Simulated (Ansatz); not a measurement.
C$_{2}$H$_{7}$ClO$_{2}$Sn, SMILES `C[O][SnH]([Cl])[O]C`, relaxed with RKS PBE-D4/def2-SVP in Ansatz 0.2.0 from a rough embedded geometry. The force threshold is 0.03 eV/Å; the program also tests the step.

The species carries charge 0 and has multiplicity 1. Sn: def2 effective core potential.

Start:

```xyz
13

C     1.569   -0.772   -1.064
O     0.162   -1.060   -1.249
Sn   -0.656   -0.959    0.538
Cl   -1.940   -2.887    1.024
O    -1.816    0.656    0.696
C    -1.045    1.764    0.428
H     2.028   -1.512   -0.439
H     1.652    0.278   -0.664
H     1.973   -0.835   -2.100
H     0.600   -0.884    1.793
H    -0.632    1.695   -0.615
H    -0.210    1.833    1.187
H    -1.685    2.682    0.463
```

```csv
step,energy (eV),largest force (eV/Å),largest move (Å)
1,-24615.5520,1.535,0.000
2,-24615.8544,1.255,0.194
3,-24615.9197,0.768,0.116
4,-24615.9496,0.230,0.112
5,-24615.9589,0.092,0.084
6,-24615.9627,0.069,0.072
7,-24615.9667,0.126,0.105
8,-24615.9682,0.368,0.138
9,-24615.9745,0.154,0.037
10,-24615.9786,0.084,0.090
11,-24615.9793,0.078,0.030
13,-24615.9819,0.028,0.068
15,-24615.9845,0.124,0.031
17,-24615.9962,0.191,0.103
19,-24616.0033,0.132,0.096
21,-24616.0236,0.318,0.147
23,-24616.0604,0.316,0.195
25,-24616.0871,0.156,0.200
27,-24616.0932,0.042,0.072
29 (rejected),-24616.0940,0.371,0.146
31,-24616.1002,0.078,0.073
33,-24616.1019,0.062,0.036
35,-24616.1027,0.015,0.039
```

End:

```xyz
13

C     1.701   -0.848   -1.187
O     0.366   -1.282   -0.981
Sn   -0.437   -1.042    0.844
Cl   -2.662   -1.760    0.529
O    -0.443    0.906    1.298
C    -1.145    1.815    0.463
H     2.444   -1.369   -0.534
H     1.835    0.250   -1.041
H     1.972   -1.080   -2.239
H     0.383   -1.857    2.121
H    -0.730    1.866   -0.570
H    -1.055    2.826    0.915
H    -2.230    1.574    0.382
```

Run time 4.2 min (2 threads of a server CPU on a shared host); peak host memory 0.23 GiB.
